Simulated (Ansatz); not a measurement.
A nudged elastic band was laid between two geometries of CH5BSSi (9 atoms, charge 0, multiplicity 1).

Theory: Ansatz 0.2.0, RKS PBE0/def2-SVP.

- movable images: 5
- climbing image: yes
- spring: 5.0 eV/Å²
- optimiser: fire
- start path: through a guess of the saddle point
- force threshold: 0.05 eV/Å
- iteration limit: 60
- end points: relaxed
- largest step: 0.5 Å

First end point:

```xyz
9
Properties=species:S:1:pos:R:3
B 0.117 1.288 -0.633
C -0.761 0.110 -0.253
Si 0.382 -1.109 0.648
S -0.635 -1.541 -1.121
H 1.060 1.143 -1.376
H -0.085 2.360 -0.108
H -1.716 0.251 0.271
H 1.852 -0.916 0.614
H -0.124 -1.632 1.941
```

Last end point:

```xyz
9
Properties=species:S:1:pos:R:3
B 0.117 1.289 -0.634
C -0.759 0.110 -0.252
Si 0.382 -1.110 0.648
S -0.635 -1.542 -1.121
H -0.087 2.361 -0.108
H 1.060 1.143 -1.377
H -1.713 0.251 0.272
H 1.851 -0.916 0.614
H -0.126 -1.633 1.940
```

(1) What changes between the two ends?

(2) Give the energies along the band, and the barrier.

Results:

(1) No bond is made or broken. The dihedral H5–B1–C2–S4 goes from -11 to 174°. The two ends are copies of one structure, up to a mirror image or an exchange of like atoms.

(2) The run ended unconverged. The highest image is number 2 of 0 to 6, 0.40 eV above the ends, which have the same energy within 2 meV. The band didn't meet its force threshold, so its energies are provisional: the largest band force was still 0.12 eV/Å, and over the last iterations the top stayed at 0.40 eV.

| image | path coordinate (Å) | energy (eV) | dihedral H5–B1–C2–S4 (°) |
| --- | --- | --- | --- |
| 0 | 0.00 | 0.00 | -11 |
| 1 | 0.94 | 0.19 | 17 |
| 2 | 1.88 | 0.40 | 51 |
| 3 | 2.63 | 0.18 | 78 |
| 4 | 3.41 | 0.08 | 109 |
| 5 | 4.21 | 0.08 | 138 |
| 6 | 5.00 | 0.00 | 174 |

The run took 16 min on 1 thread of Arm Neoverse V1, with other jobs on the host, peak memory 0.27 GiB.
